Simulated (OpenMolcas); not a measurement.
Mo3+ with its 6 nearest chloride ions at 2.509 Å, on the Y site of Cs2NaYCl6 (a = 10.7396 Å, distance in the model lattice 2.619 Å). The rest of the host is ab initio model potentials to 7.6 Å, with orthogonalisation functions on the cations behind the ligands, and point charges beyond; the distance is set by hand and nothing relaxes. Ligand basis ANO-RCC-VDZP.

| Item | Value |
| --- | --- |
| Program | OpenMolcas |
| Method | SS-CASPT2, IPEA 0.25 Eh, imaginary shift 0.1 Eh (closed shells correlated: 4s 4p and the ligand valence shells) |
| Basis | ANO-RCC-VTZP [7s6p4d2f1g] |
| Scalar Hamiltonian | DKH2, point nucleus |
| Active space | 3 electrons in 5 orbitals (4d) |
| State averaging | 2S+1 = 4 even, 10 roots; 2S+1 = 2 even, 40 roots |
| Spin-orbit coupling | RASSI with atomic mean-field integrals over the reference wave functions |

Question: What is the spin-free ground state (labels of O, the rotations of Oh)?

Answer: 4A2, 1-fold in its orbital part; it has the highest spin that d3 allows.

Question: Where is the first state of the same spin?

Answer: 4T2 at 19600 cm-1 above the ground state.

Question: What are the lowest two levels with spin-orbit coupling?

Answer: A 4-fold level Γ8, then a 4-fold level Γ8 9210 cm-1 above it. Their leading multiplicities are 4 (100 %) and 2 (100 %).

Question: What is χT at 300 K, and how does it compare with the textbook value?

Answer: The lowest level has 2S+1 = 4, for which the spin-only value is χT = S(S+1) / 2 = 1.875 cm3 K/mol (g = 2). The computed 1.759 at 300 K differs by -0.116, through orbital momentum, spin-orbit coupling and any other state in reach.

Question: Which ligand-field parameters describe the states?

Answer: A least-squares ligand-field fit to the states below 45000 cm-1, each weighted by its degeneracy and with a free common offset, gives 10Dq = 19121 cm-1, B = 487 cm-1 and C = 1812 cm-1 (C/B = 3.72), with an rms deviation of 393 cm-1. The same method and metal basis give the free ion B = 671 cm-1 (fit to its terms below 60000 cm-1, rms deviation 271 cm-1), so the nephelauxetic ratio is β = 487 / 671 = 0.73; it hangs on how both fits weigh the states, and computed free-ion B values tend to be too large, so β mixes covalency with correlation.

Roots that are degenerate in the reference are averaged as groups; the widest CASPT2 spread within a group is 660 cm-1 (the 3-fold group of multiplicity 2 near 51200 cm-1 above the lowest state of its run). Shifts and gaps below about the spread of the groups concerned are not significant. Over all roots computed the reference weight is 0.66 to 0.67; a low but even weight reflects the number of correlated electrons. The least metal-like active orbital is 80 % on the metal (Löwdin) and no ligand orbital is active, so the numbers are rough. Ligand-to-metal charge-transfer states are missing. With no ligand orbital active B as a rule stays too high, so bands that hang on it stand too high and its fall with covalency is understated. With one d shell and no ligand orbital active, 10Dq can be off by a tenth or more. No measured value stands beside these numbers; the geometry was set by hand and not optimised.
